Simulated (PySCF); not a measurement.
Vertical excitations of a molecule C₂H₇F₂NSi from PySCF with TDA-PBE/def2-SVPD, as energy in eV (oscillator strength): 5.66 (0.028), 6.06 (0.005), 6.90 (0.023), 7.02 (0.000), 7.09 (0.028), 7.33 (0.010), 7.44 (0.005), 7.52 (0.032), 7.53 (0.016), 7.82 (0.033). Lowest triplet (TDA): 5.34 eV. Geometry optimised at PBE0-D3(BJ)/def2-SVP. The values are those of a single conformer.

Pick the molecule that these values belong to.
(A) CC[Si](N)(F)F
(B) CN[Si@H](F)CF
(C) C[C@@H](N)[SiH](F)F
(D) N[SiH2]CC(F)F

D, N[SiH2]CC(F)F
